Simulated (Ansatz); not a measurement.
```yaml
crystal:
  periodic: [false, false, false]
  atoms:
    - {symbol: F, position_ang: [-2.680599, -0.206641, -0.051227]}
    - {symbol: Si, position_ang: [-1.188555, -0.720422, -0.003277]}
    - {symbol: F, position_ang: [-1.199348, -2.005812, 0.917192]}
    - {symbol: Br, position_ang: [-0.668260, -1.392173, -2.039417]}
    - {symbol: O, position_ang: [-0.205548, 0.389742, 0.535129]}
    - {symbol: In, position_ang: [1.637426, 1.161105, 0.254373]}
    - {symbol: H, position_ang: [2.556471, 0.200631, -0.800596]}
    - {symbol: H, position_ang: [1.748404, 2.573570, 1.187823]}
basis:
  gaussian: {orbitals: def2-TZVPD}
hamiltonian: {xc: {name: revPBE0}, dispersion: d3bj}
output: {forces: true}
```

```sh
$ ansatz run in.yaml --threads 2 --pin off --events-out ev --progress --plain --max-ram 32768MiB --backend cuda --devices 0, --max-vram 18GiB
```

Shortened log:

```
Functional definition: revPBE0
1961 factors; their error is unknown
mean field evaluation 1: about -90603.7531 eV, gradient 7.4e1 eV
mean field evaluation 2: about -90566.4998 eV, gradient 1.5e2 eV
mean field evaluation 4: about -90611.8647 eV, gradient 1.2e1 eV
mean field evaluation 8: about -90612.0447 eV, gradient 1.9e-1 eV
mean field evaluation 16: about -90612.4223 eV, gradient 3.2e-4 eV
mean field -90612.42232725 eV, -3329.9451012205 hartree, gradient 4.5e-5 eV, S^2 0.000000; 0 other end points of the search recorded, 0 dependent functions left out
reference -90612.42239876 eV, -3329.9451038484 hartree; 49, 49 occupied and 245, 245 virtual orbitals, 1961 factors
Total energy: -90612.84965723 eV, -3329.9608053076 hartree
Atom 0 at    -2.680599    -0.206641    -0.051227 Å, force    -0.173681     0.062563    -0.007848 eV/Å
Atom 1 at    -1.188555    -0.720422    -0.003277 Å, force     0.078486     0.032365    -0.050550 eV/Å
Atom 2 at    -1.199348    -2.005812     0.917192 Å, force     0.002909    -0.152260     0.106186 eV/Å
Atom 3 at    -0.668260    -1.392173    -2.039417 Å, force     0.024475    -0.027958    -0.091123 eV/Å
Atom 4 at    -0.205548     0.389742     0.535129 Å, force    -0.034774     0.048233     0.063857 eV/Å
Atom 5 at     1.637426     1.161105     0.254373 Å, force     0.070468     0.018406    -0.020638 eV/Å
Atom 6 at     2.556471     0.200631    -0.800596 Å, force     0.024756    -0.020208    -0.022652 eV/Å
Atom 7 at     1.748404     2.573570     1.187823 Å, force     0.007363     0.038858     0.022768 eV/Å
Dipole moment:     0.846259     0.515049     0.037221 e Å
```

Hardware: 2 threads of an AMD EPYC 7R13 on a shared host and a share of an NVIDIA H100 80 GB. Wall time 5 s, peak host memory 0.96 GiB.
